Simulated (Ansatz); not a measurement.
Mulliken charges of CH5NSSi (`S[SiH]1CN1`) from ωB97M-V/def2-TZVPP in Ansatz (PBE0-D4/def2-TZVP geometry).

```
atom   x (Å)   y (Å)   z (Å)  charge (e)
  S1  -0.596   1.193  -2.137      -0.238
 Si2   0.344   0.664  -0.317       0.409
  C3   0.422  -0.980   0.473      -0.256
  N4  -0.597   0.020   0.946      -0.342
  H5  -1.535   0.239  -2.015       0.127
  H6   1.429   1.641  -0.085      -0.032
  H7  -0.007  -1.885   0.050       0.109
  H8   1.259  -1.186   1.141       0.111
  H9  -0.633   0.246   1.927       0.111
```

Task: By hand: the dipole of these point charges (1 e Å = 4.8032 D).

Result: Σ q r = (0.207, -0.100, 0.027) e Å, of length 0.231 e Å = 1.11 D.

Task: How does the dipole of the full density compare? (Estimate.)

Result: The calculation gave: (0.117, -0.052, 0.185) e Å, 1.08 D; the point charges give 1.03 times that, at 49° from its direction.

Point charges leave out the atoms' own dipoles, such as those of lone pairs, and Mulliken's split depends on the basis, so the two needn't agree.
